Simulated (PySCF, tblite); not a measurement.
C3H7N2PSi.
SMILES: `CC1=NN([SiH3])C=P1`

Jobs on this species (14 atoms, 68 electrons) with PySCF (density fitting) and tblite. Hardware of each: an Intel Xeon at 2.50 GHz with one thread (shared host). Other jobs ran on the host; a repeat could differ by tens of per cent or more.

Problem. Rank these jobs by wall time, shortest first.
A. PBE0/pcSseg-1; shieldings, ring-centre shieldings, charges and field gradients; 168 basis functions
B. GFN2-xTB; Hessian by finite differences
C. GFN2-xTB; L-BFGS relaxation

Solution. C (0.69 s), B (1.4 s), A (69 s).

All jobs:

```json
{"level and settings": "GFN2-xTB", "work": "L-BFGS relaxation", "basis functions": "–", "SCF cycles": "–", "wall time": "0.69 s"}
{"level and settings": "GFN2-xTB", "work": "Hessian by finite differences", "basis functions": "–", "SCF cycles": "–", "wall time": "1.4 s"}
{"level and settings": "PBE0/pcSseg-1", "work": "shieldings, ring-centre shieldings, charges and field gradients", "basis functions": "168", "SCF cycles": "14", "wall time": "69 s"}
```

Problem. What do all jobs in the table cost together?

Solution. About 71 s; the longest takes about 97 % of that, and about 100 times as long as the shortest.
